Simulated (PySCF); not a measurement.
PySCF 2.14 output of an unrestricted PBE0 calculation on a single atom or ion in def2-TZVPPD with the def2 core potential (28 electrons) (6s4p3d1f, 40 functions), with a scalar-relativistic core potential:

```
SCF conv_tol = 1e-09
number electrons alpha = 5  beta = 4
    C. Adamo and V. Barone.,  J. Chem. Phys. 110, 6158 (1999)
    M. Ernzerhof and G. E. Scuseria.,  J. Chem. Phys. 110, 5029 (1999)
cycle= 1 E= -24.0311086457235  delta_E= -0.00104  |g|= 0.00694  |ddm|= 0.17
cycle= 2 E= -24.0311920839105  delta_E= -8.34e-05  |g|= 0.00228  |ddm|= 0.0527
cycle= 3 E= -24.0312025446401  delta_E= -1.05e-05  |g|= 0.000505  |ddm|= 0.0169
cycle= 4 E= -24.031205274818  delta_E= -2.73e-06  |g|= 3.46e-05  |ddm|= 0.0157
cycle= 5 E= -24.031205286098  delta_E= -1.13e-08  |g|= 2.31e-06  |ddm|= 0.00105
cycle= 6 E= -24.0312052861135  delta_E= -1.56e-11  |g|= 2.88e-07  |ddm|= 3.96e-05
converged SCF energy = -24.0312052861135  <S^2> = 0.75000201  2S+1 = 2.000002
```

The run itself started from symmetry-adapted Hartree-Fock orbitals and held the occupation by maximum overlap, on a logarithmic radial grid, so the iterations belong to that start.

Which element, charge and spin multiplicity is this?

Rb (rubidium, neutral), multiplicity 2; the state was [Kr] 5p1, 2P determinant (an excited configuration).

Energies and moments cover only the electrons outside the core potential.
